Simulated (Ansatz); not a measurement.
Born–Oppenheimer molecular dynamics of CH₆O₂Sn (10 atoms, charge 0, multiplicity 1). It goes on from the last frame of an earlier run, with new velocities.

Computed with RHF/def2-SVP (Ansatz 0.2.0).

```json
{"ensemble": "NVT, Nosé–Hoover chain", "time step": "0.25 fs", "steps asked": "150", "set temperature": "300 K", "thermostat": "time constant 20 fs, chain length 3", "seed": "30214"}
```

Frames 1.25 fs apart, positions in Å, forces in eV/Å.

Velocities at 12.5 fs (Å/ps):

```
O 0.97 6.72 -2.79
C -0.20 -5.14 1.76
Sn -0.17 -0.58 0.31
O 2.03 4.77 -2.01
H -18.10 -14.21 8.14
H -0.94 -6.52 5.41
H -4.69 -2.31 3.63
H -2.95 -15.00 -16.14
H 10.31 -13.63 0.74
H -9.21 -0.60 16.65
```

```xyz
10
Properties=species:S:1:pos:R:3:forces:R:3 time_fs=12.5 energy_less_start_eV=0.120 T=182
O -2.062 0.540 0.125 1.70 -0.85 -0.85
C -0.796 0.598 -0.548 -0.16 1.02 0.16
Sn 0.552 -0.766 0.411 0.58 -1.24 -0.26
O 2.392 -0.040 0.134 0.11 -0.85 -0.75
H -2.470 1.341 -0.095 -1.01 0.86 -0.08
H -0.401 1.664 -0.467 -0.20 -1.53 -0.34
H -0.807 0.282 -1.621 -0.54 0.58 0.73
H 0.455 -2.481 -0.270 0.12 1.48 0.46
H 0.404 -0.802 2.087 -0.13 -0.04 0.34
H 2.956 -0.556 -0.449 -0.46 0.57 0.59
10
Properties=species:S:1:pos:R:3:forces:R:3 time_fs=13.8 energy_less_start_eV=0.090 T=213
O -2.060 0.547 0.121 1.60 -1.33 -0.50
C -0.796 0.592 -0.546 -0.40 1.10 0.26
Sn 0.551 -0.767 0.412 0.65 -1.34 -0.26
O 2.395 -0.034 0.131 -0.82 -0.18 0.07
H -2.501 1.331 -0.086 -0.92 1.09 -0.26
H -0.404 1.645 -0.463 -0.02 -1.18 -0.35
H -0.817 0.283 -1.611 -0.47 0.47 0.47
H 0.453 -2.489 -0.286 0.14 1.57 0.51
H 0.416 -0.819 2.090 -0.14 -0.04 0.29
H 2.942 -0.554 -0.425 0.37 -0.14 -0.23
10
Properties=species:S:1:pos:R:3:forces:R:3 time_fs=15.0 energy_less_start_eV=0.027 T=275
O -2.057 0.554 0.116 0.64 -0.54 -0.38
C -0.797 0.588 -0.543 -0.76 0.69 0.47
Sn 0.551 -0.768 0.412 0.70 -1.29 -0.15
O 2.397 -0.029 0.128 -1.54 0.39 0.69
H -2.544 1.336 -0.081 -0.06 0.07 -0.13
H -0.406 1.609 -0.464 0.35 -0.26 -0.28
H -0.834 0.291 -1.595 -0.36 0.25 -0.05
H 0.452 -2.473 -0.296 0.15 1.46 0.50
H 0.426 -0.837 2.098 -0.14 -0.02 0.17
H 2.935 -0.554 -0.405 1.03 -0.75 -0.85
10
Properties=species:S:1:pos:R:3:forces:R:3 time_fs=16.2 energy_less_start_eV=-0.004 T=308
O -2.053 0.560 0.112 -0.48 0.32 -0.19
C -0.799 0.584 -0.540 -1.12 0.00 0.61
Sn 0.551 -0.769 0.413 0.72 -1.08 0.06
O 2.397 -0.023 0.126 -1.33 0.14 0.42
H -2.588 1.342 -0.077 0.88 -0.95 0.00
H -0.403 1.569 -0.469 0.79 0.93 -0.15
H -0.856 0.303 -1.579 -0.24 -0.01 -0.58
H 0.453 -2.435 -0.297 0.15 1.14 0.39
H 0.434 -0.856 2.108 -0.13 0.01 0.02
H 2.941 -0.564 -0.396 0.76 -0.50 -0.57
10
Properties=species:S:1:pos:R:3:forces:R:3 time_fs=17.5 energy_less_start_eV=-0.015 T=322
O -2.049 0.567 0.107 -1.10 0.45 0.21
C -0.802 0.581 -0.536 -1.23 -0.35 0.45
Sn 0.551 -0.771 0.413 0.73 -0.65 0.34
O 2.396 -0.017 0.124 -0.50 -0.68 -0.36
H -2.620 1.334 -0.073 1.31 -1.15 -0.05
H -0.389 1.542 -0.477 0.99 1.60 -0.05
H -0.882 0.315 -1.572 -0.10 -0.17 -0.81
H 0.457 -2.381 -0.293 0.13 0.58 0.18
H 0.440 -0.874 2.119 -0.13 0.05 -0.14
H 2.958 -0.581 -0.396 -0.09 0.33 0.22
10
Properties=species:S:1:pos:R:3:forces:R:3 time_fs=18.8 energy_less_start_eV=-0.033 T=343
O -2.046 0.574 0.102 -0.97 -0.26 0.77
C -0.807 0.577 -0.532 -0.86 0.18 -0.08
Sn 0.552 -0.772 0.413 0.75 0.00 0.70
O 2.395 -0.011 0.122 0.09 -1.23 -0.85
H -2.634 1.311 -0.071 0.97 -0.44 -0.29
H -0.360 1.537 -0.485 0.67 1.17 -0.02
H -0.909 0.325 -1.576 0.08 -0.20 -0.57
H 0.463 -2.317 -0.287 0.10 -0.22 -0.15
H 0.443 -0.891 2.127 -0.13 0.09 -0.26
H 2.974 -0.594 -0.392 -0.71 0.91 0.74
10
Properties=species:S:1:pos:R:3:forces:R:3 time_fs=20.0 energy_less_start_eV=0.008 T=306
O -2.044 0.581 0.098 -0.23 -1.47 1.42
C -0.813 0.573 -0.527 -0.15 1.17 -0.84
Sn 0.552 -0.774 0.414 0.78 0.81 1.09
O 2.393 -0.007 0.119 0.03 -1.15 -0.75
H -2.634 1.281 -0.073 0.03 0.85 -0.65
H -0.322 1.550 -0.494 -0.01 0.12 -0.01
H -0.936 0.332 -1.588 0.29 -0.14 -0.03
H 0.470 -2.257 -0.282 0.07 -1.15 -0.56
H 0.445 -0.908 2.132 -0.13 0.12 -0.33
H 2.981 -0.593 -0.378 -0.68 0.86 0.67
10
Properties=species:S:1:pos:R:3:forces:R:3 time_fs=21.2 energy_less_start_eV=0.123 T=197
O -2.043 0.586 0.095 0.24 -2.13 1.89
C -0.819 0.571 -0.524 0.57 1.89 -1.54
Sn 0.552 -0.775 0.414 0.80 1.48 1.34
O 2.392 -0.004 0.116 -0.68 -0.45 -0.14
H -2.633 1.263 -0.084 -0.63 1.63 -0.88
H -0.283 1.564 -0.503 -0.66 -0.76 0.02
H -0.958 0.336 -1.601 0.47 -0.08 0.46
H 0.478 -2.214 -0.286 0.04 -1.90 -0.90
H 0.446 -0.922 2.132 -0.13 0.14 -0.33
H 2.978 -0.581 -0.354 0.00 0.17 0.08
10
Properties=species:S:1:pos:R:3:forces:R:3 time_fs=22.5 energy_less_start_eV=0.175 T=149
O -2.041 0.590 0.094 -0.46 -1.34 1.91
C -0.824 0.571 -0.522 1.11 2.08 -1.94
Sn 0.553 -0.776 0.415 0.77 1.63 1.27
O 2.390 -0.001 0.112 -1.57 0.42 0.55
H -2.640 1.268 -0.109 -0.15 1.00 -0.72
H -0.254 1.567 -0.512 -1.05 -1.11 0.07
H -0.973 0.340 -1.607 0.57 -0.06 0.69
H 0.487 -2.198 -0.303 0.04 -2.06 -0.98
H 0.444 -0.935 2.127 -0.13 0.14 -0.27
H 2.975 -0.566 -0.329 0.87 -0.69 -0.59
10
Properties=species:S:1:pos:R:3:forces:R:3 time_fs=23.8 energy_less_start_eV=0.107 T=219
O -2.039 0.592 0.095 -1.63 0.10 1.53
C -0.828 0.573 -0.523 1.40 1.76 -1.92
Sn 0.553 -0.777 0.416 0.69 1.15 0.81
O 2.386 0.002 0.109 -1.68 0.57 0.64
H -2.649 1.287 -0.143 0.83 -0.28 -0.25
H -0.240 1.555 -0.519 -1.11 -0.94 0.13
H -0.980 0.342 -1.604 0.58 -0.11 0.57
H 0.496 -2.212 -0.335 0.06 -1.55 -0.72
H 0.440 -0.945 2.118 -0.12 0.12 -0.15
H 2.985 -0.561 -0.312 0.98 -0.81 -0.64
10
Properties=species:S:1:pos:R:3:forces:R:3 time_fs=25.0 energy_less_start_eV=-0.003 T=331
O -2.040 0.594 0.098 -2.19 1.05 1.06
C -0.831 0.578 -0.526 1.34 0.95 -1.46
Sn 0.554 -0.778 0.417 0.58 0.34 0.11
O 2.381 0.006 0.106 -0.80 -0.15 0.08
H -2.646 1.303 -0.182 1.30 -1.06 0.18
H -0.242 1.529 -0.525 -0.82 -0.25 0.19
H -0.979 0.343 -1.592 0.49 -0.22 0.14
H 0.507 -2.249 -0.378 0.08 -0.68 -0.24
H 0.434 -0.954 2.106 -0.12 0.08 0.00
H 3.008 -0.566 -0.304 0.13 -0.06 -0.06
10
Properties=species:S:1:pos:R:3:forces:R:3 time_fs=26.2 energy_less_start_eV=-0.039 T=374
O -2.042 0.598 0.101 -1.83 1.15 0.71
C -0.832 0.584 -0.531 0.92 -0.27 -0.70
Sn 0.555 -0.778 0.418 0.49 -0.41 -0.59
O 2.376 0.009 0.103 0.17 -0.88 -0.45
H -2.624 1.304 -0.220 0.98 -0.98 0.34
H -0.257 1.500 -0.528 -0.22 0.85 0.22
H -0.970 0.340 -1.578 0.32 -0.36 -0.43
H 0.519 -2.297 -0.424 0.08 0.17 0.24
H 0.427 -0.962 2.094 -0.12 0.03 0.17
H 3.033 -0.573 -0.297 -0.80 0.71 0.49
```

Of the whole run (38 fs, mean temperature of the second half 308 K): The conserved energy stayed within 0.041 meV per atom of its start (net change 0.017 meV per atom), so the integration is sound. A run of 0.037 ps of so small a system gives no equilibrium averages.

Time of the run: 8.7 min on 1 CPU thread of a shared host.
